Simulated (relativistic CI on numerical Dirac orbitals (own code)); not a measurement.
Energy levels of Ta

Computed by Dirac-Coulomb-Breit CI, KLI orbitals optimised for each configuration, QED by a radiative potential, valence Slater integrals scaled by 0.85, P86 correlation estimate, and configurations built on the next ion tied to the tabulated ionisation energy (semi-empirical) (own radial code, finite nucleus).

Configurations in the expansion (outside the closed core [Xe] 4f14): 5d³6s², 5d³6s6p, 5d³6s6d, 5d³6s7s, 5d³6s7p, 5d³6s7d, 5d³6s8s, 5d³6s6f, 5d³6s7f, 5d⁴6s, 5d⁵, 5d²6s²6p, 5d6s²6p², 5d³6p², 5d⁴6p, 5d²6s²5f, 5d²6s²7p, 5d²6s6p², 5d²6s²7s, 5d⁴6d, 5d²6s²8s, 5d⁴5f, 5d²6s²7d, 5d²6s²6d. Levels of other configurations are missing.

The lowest level is 5d³6s² ⁴F3/2, with 82 % of that term; Hund's rules for 5d³6s² give ⁴F with J = 3/2, in agreement.

```csv
No.,Configuration,Term,J,E (eV),%,Next component (%),Landé g
1,5d³6s²,⁴F,3/2,0.0000,82,6 ²D,0.431
2,5d³6s²,⁴F,5/2,0.1982,85,3 5d³6p² ⁴F,1.033
3,5d³6s²,⁴F,7/2,0.4125,84,3 5d⁴6s ⁴F,1.227
4,5d³6s²,⁴F,9/2,0.6164,77,9 ²G,1.307
5,5d³6s²,⁴P,1/2,0.7411,63,18 5d⁴6s ⁴P,2.535
6,5d³6s²,⁴P,3/2,0.7595,56,14 ²P,1.600
7,5d³6s²,⁴P,5/2,1.0697,72,15 5d⁴6s ⁴P,1.589
8,5d³6s²,²G,7/2,1.2210,82,5 5d⁴6s ²G,0.907
9,5d⁴(5D)6s,⁶D,1/2,1.2245,85,4 5d³6s² ⁴P,3.196
10,5d⁴(5D)6s,⁶D,3/2,1.2510,53,21 5d³6s² ²D,1.499
11,5d⁴(5D)6s,⁶D,3/2,1.3305,38,29 5d³6s² ²D,1.393
12,5d³6s²,²G,9/2,1.3418,47,32 ²H,1.061
13,5d⁴(5D)6s,⁶D,5/2,1.3793,91,2 5d²6s6p² ⁶D,1.648
14,5d³6s²,²P,1/2,1.4859,73,7 5d⁴6s ²P,0.905
15,5d⁴(5D)6s,⁶D,7/2,1.4937,93,2 5d²6s6p² ⁶D,1.580
16,5d³6s²,²D,5/2,1.5732,72,14 5d⁴6s ²D,1.208
17,5d⁴(5D)6s,⁶D,9/2,1.6287,91,3 ⁴F,1.542
18,5d³6s²,²H,9/2,1.8849,55,30 ²G,0.990
19,5d³6s²,²H,11/2,1.8882,89,3 5d³6p² ²H,1.091
20,5d³6s²,²P,3/2,1.9295,55,21 ²D,1.205
21,5d³(4F)6s<5F>6p,⁶G°,3/2,2.0577,84,9 ⁴F°,0.071
22,5d³6s²,²F,5/2,2.1852,66,19 5d⁴6s ²F,0.875
23,5d³(4F)6s<5F>6p,⁶G°,5/2,2.1854,76,6 ⁴F°,0.866
24,5d³6s²,²F,7/2,2.1869,68,19 5d⁴6s ²F,1.138
25,5d³(4F)6s<5F>6p,⁴D°,1/2,2.2244,44,24 5d²6s²6p ⁴D°,0.027
26,5d²(3F)6p‡,⁴G°,5/2,2.3389,36,19 ²F°,0.815
27,5d³(4F)6s<5F>6p,⁴D°,3/2,2.3468,42,22 5d²6s²6p ⁴D°,1.147
28,5d³(4F)6s<5F>6p,⁶G°,7/2,2.3807,87,4 ⁴F°,1.144
29,5d²(3P)6p‡,²S°,1/2,2.3971,29,19 5d³6s6p ²S°,2.127
30,5d³(4F)6s<5F>6p,⁴D°,5/2,2.5422,29,15 5d²6s²6p ⁴G°,1.189
```

Energies count from the lowest computed level; ° marks odd parity. Percentages are summed over parent terms; the parents shown are those of the largest component, closed shells are left out there, and <> holds an intermediate term. ‡ marks configurations that were not tied to measured data.

The mean weight of the leading LS term, summed over parents, in these 30 levels is 67 %, and that of the leading jj configuration (from the same eigenvectors) 49 %, so LS coupling describes them better.

Configurations that consist of the next ion and one excited electron were tied to the tabulated ionisation energy; Rydberg ones are usually within 1,000 to 3,000 cm⁻¹ and the lowest ones within about 6,000 (9,000 in d shells), while levels on excited terms of the next ion carry the error of that term, and the other configurations can be misplaced by 10,000 cm⁻¹ or more. Rates follow the energies as ν³ (E1, M1) or ν⁵ (E2), so rates, branching and lifetimes can be off by large factors. The fine structure of a lone outer electron comes out too small, for d and f at times inverted, and misplaced configurations move strength between like terms. 7 of the 8 excited levels that our extract of the measured tables holds in this range could be paired (the sources list more); they are missed by 614 cm⁻¹ on average and 1842 at most, and levels without a partner can miss by more. Some levels of the ground configuration have no partner and can miss by 10 % or more.

LS names give the leading component of a level, which can be under half, so a name can repeat, a term be missing and a line seem to break the LS rules.
